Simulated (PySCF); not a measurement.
LDA on V⁻ (vanadium, charge -1), [Ar] 3d4 4s2, high-spin 5D determinant. All numbers are calculated (PySCF 2.14, scalar relativity by spin-free X2C-1e, in aug-cc-pVQZ-DK (9s8p6d4f3g2h, 140 functions)).

```
cycle= 1 E= -947.011948799072  delta_E= -0.0268  |g|= 0.204  |ddm|= 4.92
cycle= 2 E= -946.927204528667  delta_E= 0.0847  |g|= 0.536  |ddm|= 0.801
cycle= 3 E= -947.025969654461  delta_E= -0.0988  |g|= 0.0107  |ddm|= 0.908
cycle= 4 E= -947.025090924906  delta_E= 0.000879  |g|= 0.0395  |ddm|= 0.31
cycle= 5 E= -947.026200943497  delta_E= -0.00111  |g|= 0.00274  |ddm|= 0.157
cycle= 6 E= -947.026205404074  delta_E= -4.46e-06  |g|= 0.000267  |ddm|= 0.0156
cycle= 7 E= -947.026205461751  delta_E= -5.77e-08  |g|= 2.3e-05  |ddm|= 0.000862
cycle= 8 E= -947.026205462715  delta_E= -9.63e-10  |g|= 8.27e-06  |ddm|= 0.000635
converged SCF energy = -947.026205462715  <S^2> = 6.0604633  2S+1 = 5.0241271
```

Highest occupied orbital energy: 1.800 eV; ⟨L²⟩ = 6.03; populations by l: s 8.00, p 12.00, d 4.00, f 0.00.

Problem. Can this result be used?

Solution. With care. Self-consistency was reached. ⟨S²⟩ = 6.06 against 6.00 shows spin contamination. At LDA the highest occupied level has a positive energy, so only the finite basis holds that electron; in a semilocal or global hybrid functional this comes from self-interaction and does not mean that the real anion is unbound.
